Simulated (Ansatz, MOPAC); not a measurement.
Reaction (SMILES): [CH2][Si](C)(O)O -> C[Si](C)([O])O

Wanted: isomerisation energy (enthalpy at 298 K), in kcal/mol. Conventions: no dispersion term unless named; 6-311+G** with 5d, 6d on Na to Ar in Ansatz (a first-principles code); open shells spin-unrestricted; no spin-orbit coupling; valence correlation only; non-relativistic. CBS marks a two-point X^-3 extrapolation of the correlation energy; Hartree-Fock from the larger set. First-principles rows: single points at B3LYP-D3(BJ) geometries (Ansatz), with unscaled harmonic terms from B3LYP/6-31G* (Ansatz) at its own minima. Semi-empirical rows: MOPAC heats of formation at their own minima for 298 K.

```
species           coefficient  E at B3LYP/6-311+G** (Ansatz), Eh  E at wB97M-V/def2-TZVPD (Ansatz), Eh  H(298 K) - E, kcal/mol  heat of formation at PM3 (MOPAC), kcal/mol
----------------  -----------  ---------------------------------  ------------------------------------  ----------------------  ------------------------------------------
[CH2][Si](C)(O)O           -1                         -520.52957                            -520.43147                   61.76                                     -144.99
C[Si](C)([O])O             +1                         -520.50808                            -520.40729                   62.61                                     -128.19
```

Coupled cluster (Ansatz) is a level with limits of its own, used here on species with T1 under 0.025 (0.045 for open shells) and stable references: CCSD(T)/CBS(cc-pV(T+d)Z,cc-pV(Q+d)Z). Value to compare with, CCSD(T)/CBS(cc-pV(T+d)Z,cc-pV(Q+d)Z) (Ansatz): 19.2 kcal/mol. 1 Eh = 627.5095 kcal/mol.

Question: Work the quantity out at each level, and compare with CCSD(T)/CBS(cc-pV(T+d)Z,cc-pV(Q+d)Z) (Ansatz).

Answer: 
- B3LYP/6-311+G**: the sum of coefficient times E is 0.02149 Eh, or 13.49 kcal/mol; the thermal terms add 0.85. Result: 14.3 kcal/mol. Its difference against CCSD(T)/CBS(cc-pV(T+d)Z,cc-pV(Q+d)Z) (Ansatz) is -4.9 kcal/mol.
- wB97M-V/def2-TZVPD: the sum of coefficient times E is 0.02418 Eh, or 15.17 kcal/mol; the thermal terms add 0.85. Result: 16.0 kcal/mol. Its difference against CCSD(T)/CBS(cc-pV(T+d)Z,cc-pV(Q+d)Z) (Ansatz) is -3.2 kcal/mol.
- PM3: the sum of coefficient times heat of formation is 16.80 kcal/mol; it needs no thermal term. Its difference against CCSD(T)/CBS(cc-pV(T+d)Z,cc-pV(Q+d)Z) (Ansatz) is -2.4 kcal/mol.
